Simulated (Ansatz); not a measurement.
Isolated molecules relaxed with PBE0-D4/def2-TZVP in Ansatz; ΔE leaves out vibrations. CBS: MP2 limit from def2 TZ/QZ plus the TZ coupled-cluster correction, frozen cores. This one scheme is used for every species. Functionals use def2-TZVPP. B3LYP here is the variant with VWN-RPA as its local correlation; programs differ in this. Elements past krypton have def2 core potentials. For Sn outer-core shells are correlated without core-valence functions, which leaves a few kJ/mol of doubt a bond. One conformer a species, not always the lowest.

Consider the ligand exchange at the Sn–O bond: `C[O][SnH]([F])[O][SiH3]` + HCl → `C[O][SnH]([F])[Cl]` + `O[SiH3]`.

CCSD(T)/CBS gives -10.2 kcal/mol.

**Question.** Another level gave -11.4 kcal/mol. Which?
A. MP2/def2-TZVPP
B. B3LYP-D4/def2-TZVPP
C. PBE/def2-TZVPP
D. r2SCAN/def2-TZVPP

**Answer.** B. B3LYP-D4 -11.4, MP2/def2-TZVPP -10.3, r2SCAN -12.5, PBE -13.6 kcal/mol.

Largest T1 diagnostic among the species: 0.014.

In def2-TZVPP, CCSD(T) changes the Hartree–Fock value by +2.9 kcal/mol (the triples alone add +0.2 kcal/mol) and MP2 by +2.1 kcal/mol. The D4 term adds +1.4 kcal/mol with B3LYP and +0.9 kcal/mol with PBE0; it sums over pairs of atoms, weighted by their polarisabilities, and B3LYP, whose exchange is more repulsive, gets the larger term.
